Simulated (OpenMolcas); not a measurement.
Au2+ (d9) among equal point charges was computed by CASSCF with the d shell active (OpenMolcas, ANO-RCC-VDZP on the metal). Its lowest spin-free states, and all those of the highest spin:

| 2S+1 | Degeneracy | E (cm-1) |
| --- | --- | --- |
| 2 | 1 | 0.0 |
| 2 | 1 | 9555 |
| 2 | 2 | 16420 |
| 2 | 1 | 17555 |

Question: Is the site octahedral, tetrahedral or cube-like, axial, or of lower symmetry?

Answer: The states with 2S+1 = 2 have orbital degeneracies 1, 1, 2, 1. There are pairs but no triples, so the site is axial: not cubic, but with a proper or improper axis of order three or more. The run had Au2+ among 5 point charges of -1.3 e arranged as a square pyramid (C4v), 1.85 Å from the ion, with the axial distance 1.998 Å.

This is an electrostatic model: the charges have no orbitals. An unlabelled pair can be two single states that coincide in this model. No measured value stands beside these numbers.
